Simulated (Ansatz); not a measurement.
In₃As₃H₁₂⁻, a cluster cut from wurtzite InAs (hydrogen-capped). Total charge -1; doublet. Geometry r2SCAN-D4/def2-SVP, that of the neutral singlet.

```xyz
18

As    0.130    0.853   -2.155
In    2.587    0.036   -1.323
As    1.639   -1.474    0.730
In   -1.971    1.965   -0.835
As   -2.030    0.082    1.125
In   -0.100   -0.932    2.749
H     0.385    1.757   -3.342
H    -0.440   -0.293   -2.963
H     3.194   -1.050   -2.516
H     3.329    1.411   -0.602
H     1.174   -2.776    0.114
H     2.865   -2.058    1.400
H    -3.370    1.727   -1.813
H    -1.367    3.399   -0.101
H    -2.754   -1.111    0.539
H    -3.155    0.497    2.049
H     0.561    0.410    3.600
H    -0.677   -2.443    3.343
```

In the def2 sets In takes a core potential; there is no spin–orbit coupling. At PBE-D4/def2-TZVP, B97M-V/def2-TZVP, PBE0-D4/def2-TZVP the highest occupied level of the charge -1 doublet lies above zero (up to 1.44 eV). Energy differences put its binding near zero (0.08 eV; vertical, against the charge 0 singlet, at B97M-V/def2-TZVP), which leaves it undecided. At PBE-D4/def2-TZVP, B97M-V/def2-TZVP the gap within one spin of the charge -1 doublet nearly closes, so an electron or hole may be smeared out by delocalisation error.

Estimate the α-spin orbital energies around the gap (eV) in Ansatz with PBE-D4/def2-TZVP, B97M-V/def2-TZVP, PBE0-D4/def2-TZVP.


```csv
orbital,PBE-D4/def2-TZVP,B97M-V/def2-TZVP,PBE0-D4/def2-TZVP
HOMO−5,-3.72,-4.19,-4.84
HOMO−4,-3.65,-4.12,-4.76
HOMO−3,-3.13,-3.46,-4.16
HOMO−2,-2.99,-3.38,-4.05
HOMO−1,-2.87,-3.28,-3.81
HOMO,1.37,1.44,1.14
LUMO,1.40,1.44,1.94
LUMO+1,1.54,1.53,2.24
LUMO+2,1.91,1.98,2.61
LUMO+3,2.28,2.17,2.99
LUMO+4,2.51,2.43,3.04
LUMO+5,2.55,2.54,3.13
β HOMO,-2.83,-3.23,-3.75
β LUMO,1.49,1.54,2.10
```
